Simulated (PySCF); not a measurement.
Two species compared at the same levels of theory.

First species: Ge(OtBu)2H2, C₈H₂₀GeO₂.
InChI=1S/C8H20GeO2/c1-7(2,3)10-9-11-8(4,5)6/h9H2,1-6H3

Second species: C₄H₅BCl₂.
Atom-mapped SMILES: `[CH2:1]=[CH:2]/[CH:3]=[CH:4]\[B:5]([Cl:6])[Cl:7]` (hydrogens: H8, H9 on C1; H10 on C2; H11 on C3; H12 on C4)

Levels: CAM-B3LYP/def2-SVPD for HOMO energy, LUMO energy, HOMO–LUMO gap and static isotropic polarisability; TDDFT CAM-B3LYP/def2-SVPD for lowest singlet excitation; TDA CAM-B3LYP/def2-SVPD for lowest triplet excitation (Tamm–Dancoff). Geometries: PBE0-D3(BJ)/def2-SVP. All species are isolated and taken at one optimised geometry, non-relativistic unless stated; the electronic structure was computed with PySCF and density fitting.

The conformers computed, where there is a choice (atom-mapped SMILES and torsion angles):
- `[CH2:1]=[CH:2]/[CH:3]=[CH:4]\[B:5]([Cl:6])[Cl:7]`: C1–C2–C3–C4 180°, C3–C4–B5–Cl6 -179°

Values for the first species:

| Item | Value |
| --- | --- |
| HOMO energy | -9.04 eV |
| LUMO energy | 0.95 eV |
| HOMO–LUMO gap | 9.99 eV |
| Lowest singlet excitation | 7.24 eV |
| Lowest triplet excitation (Tamm–Dancoff) | 6.78 eV |
| Static isotropic polarisability | 134.0 au |

Q: Estimate the same properties for the second species, and the change in each.

A: 
| property | first | second | second less first |
| --- | --- | --- | --- |
| HOMO energy | -9.04 eV | -8.62 eV | +0.42 eV |
| LUMO energy | 0.95 eV | -1.51 eV | -2.46 eV |
| HOMO–LUMO gap | 9.99 eV | 7.11 eV | -2.88 eV |
| lowest singlet excitation | 7.24 eV | 4.69 eV | -2.55 eV |
| lowest triplet excitation (Tamm–Dancoff) | 6.78 eV | 2.66 eV | -4.12 eV |
| static isotropic polarisability | 134.0 au | 100.8 au | -33.2 au |

On the first: The principal polarisabilities are 121.5, 128.2 and 152.3 au; their mean is the isotropic value. The polarisability is 19.85 Å³ as a volume (1 au = 0.148185 Å³), or 1.15 au for each of the 116 electrons. Relativistic effects, spin–orbit coupling among them, are left out although an element past zinc is present.

On the second: In wavenumbers S1 is 37800 cm⁻¹ (1 eV = 8065.54 cm⁻¹). S1 lies 2.42 eV below the HOMO–LUMO gap; its leading configuration is HOMO→LUMO, weight 0.97.
